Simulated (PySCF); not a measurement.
# Two-component Hartree-Fock for Te³⁺ (tellurium, charge +3)

Start: [Kr] 4d10 5s2 5p1; 5p3/2 filled at m_j = +3/2. Calculated with PySCF 2.14 in x2c-QZVPPall-2c: generalised Hartree-Fock with the X2C-1e Hamiltonian and a Gaussian nucleus; one run each with spin-orbit coupling (SO) screened by Boettger's factors, then bare. This is a chosen level, not necessarily the ground level.

| spinor shell | electrons | ε, screened SO (eV) | ε, bare SO (eV) | weight of nominal j (bare SO) | rms radius, bare SO (bohr) |
| --- | --- | --- | --- | --- | --- |
| 1s1/2 | 2 | -32002.0 | -32001.7 | 1.000 | 0.0318 |
| 2s1/2 | 2 | -5031.2 | -5031.1 | 1.000 | 0.130 |
| 2p1/2 | 2 | -4704.2 | -4712.5 | 1.000 | 0.112 |
| 2p3/2 | 4 | -4427.0 | -4423.6 | 1.000 | 0.117 |
| 3s1/2 | 2 | -1068.0 | -1068.0 | 1.000 | 0.343 |
| 3p1/2 | 2 | -932.01 | -933.59 | 1.000 | 0.335 |
| 3p3/2 | 4 | -878.77 | -878.12 | 1.000 | 0.347 |
| 3d3/2 | 4 | -641.44 | -643.03 | 1.000 | 0.319 |
| 3d5/2 | 6 | -630.45 | -629.42 | 1.000 | 0.323 |
| 4s1/2 | 2 | -224.37 | -224.37 | 1.000 | 0.814 |
| 4p1/2 | 2 | -175.18 | -175.50 | 1.000 | 0.858 |
| 4p3/2 | 4 | -165.07 | -164.94 | 1.000 | 0.887 |
| 4d3/2 | 4 | -84.898 | -85.136 | 0.996 | 1.03 |
| 4d5/2 | 6 | -83.316 | -83.167 | 0.997 | 1.04 |
| 5s1/2 | 2 | -46.528 | -46.529 | 1.000 | 2.07 |
| 5p3/2 | 1 | -35.935 | -35.922 | 1.000 | 2.41 |

```tsv
quantity	screened SO	bare SO
E (hartree)	-6789.98462	-6790.15481
M_J	3/2	3/2
⟨J²⟩	3.758	3.758
⟨L²⟩	2.026	2.029
⟨S²⟩	0.772	0.775
```

Each row is a mean over spinors that exchange with the open shell spreads, by up to 2.581 eV (5s1/2).

Breit and QED terms are absent; they matter most for the inner s and p1/2 levels.

Densities and radii are taken from the X2C orbitals without a picture-change correction, which distorts them close to the nucleus.
